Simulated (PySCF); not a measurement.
**Relaxation of singlet MoSCl₄**

Level of theory: PySCF, B3LYP, basis Mo def2-SVP with ECP28, S def2-SVP, Cl def2-SVP (scalar-relativistic core potentials, no spin–orbit coupling, density fitting). A (50,194) grid was used.

A hand-made square pyramidal (ligand arrangement 1) start, of Cs symmetry, held to at least that symmetry:

Coordinates in bohr (charge 0 multiplicity 1):
```
Mo    0.0000   -0.0969   -0.1183
S     0.0000   -4.0710   -0.9630
Cl    0.0000   -0.0969    4.3604
Cl    4.3808   -0.0969   -1.0496
Cl    0.0000    4.2839   -1.0496
Cl   -4.3808   -0.0969   -1.0496
```

Optimiser trace:
```tsv
step	E − E(last) (kJ/mol)	largest gradient (Eh/bohr)
0	91.83	0.03631
1	65.41	0.01962
2	58.34	0.00893
3	57.08	0.00281
4	54.36	0.00491
5	46.94	0.01514
6	38.89	0.01983
7	24.03	0.02085
8	16.65	0.02854
9	12.92	0.02550
10	7.69	0.01495
11	3.93	0.00798
12	1.99	0.00558
13	1.27	0.00282
14	0.44	0.00234
15	0.13	0.00184
16	0.03	0.00105
17	0.00	0.00028
18	0.00	0.00019
```

It ends at C4v with Mo–Cl 2.313 Å (×4), Mo–S 2.079 Å; Cl–Mo–Cl 86.6° (×4), Cl–Mo–Cl 151.7° (×2), Cl–Mo–S 104.1° (×4) (after a last refinement on a finer grid). The frequency run here used a shortcut that can spoil soft modes, so no verdict on minimum or saddle point is given. Other isomers or separated fragments may lie lower.

Final geometry:
```xyz
6
charge 0 multiplicity 1, angstrom
Mo    0.0000   -0.0408   -0.0225
S    -0.0015   -1.8610   -1.0263
Cl   -0.0004   -0.6292    2.2141
Cl    2.2430    0.4521    0.2501
Cl    0.0011    1.5368   -1.7136
Cl   -2.2423    0.4556    0.2504
```

Stability towards spin polarisation was not tested.

The relaxation took of the order of 5 core-minutes on a shared host.
